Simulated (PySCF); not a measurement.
Polarisability and C₆ of Ir (iridium, neutral)

[Xe] 4f14 5d6 6s2 6p1, one real determinant (an excited configuration). Calculation: PySCF 2.14, in aug-cc-pVTZ-PP with one added diffuse shell each of s, p, d, f, g type with ECP60MDF (7s7p6d4f3g, 113 functions); scalar relativity through the core potential. Coupled (time-dependent) response in atomic units; α is the mean over directions.

```csv
method,mean α (bohr³),"α xx, yy, zz",C₆ (like pair),S(−4)
PBE0,81.53,"63.76, 63.76, 117.1",987.2,3672
```

S(−4) is the Cauchy moment in α(ω) = α(0) + S(−4) ω² + …

Spin-orbit coupling is absent.

α(iu) at PBE0:

```
u (hartree)  α(iu) (bohr³)
          0          81.53
     0.0500          73.79
      0.100          59.79
      0.200          38.52
      0.300          26.59
      0.500          15.27
      0.750          9.460
       1.00          6.645
       1.50          3.936
       2.00          2.642
       3.00          1.432
       5.00         0.6064
```

A single London oscillator, α(iu) = α/(1 + u²/ω²), gives C₆ = (3/4) ω α². Matching the computed C₆ needs ω = 4 × 987.2 / (3 × 81.53²) = 0.198 hartree.

The components differ because the open shell of this determinant is not spherical; for a pure term their mean is the scalar polarisability.

⟨L²⟩ = 8.17 against 12 for a pure F term, so this real determinant mixes terms. Energies and moments cover only the electrons outside the core potential. Spin-orbit coupling, absent here, splits the open shell strongly.
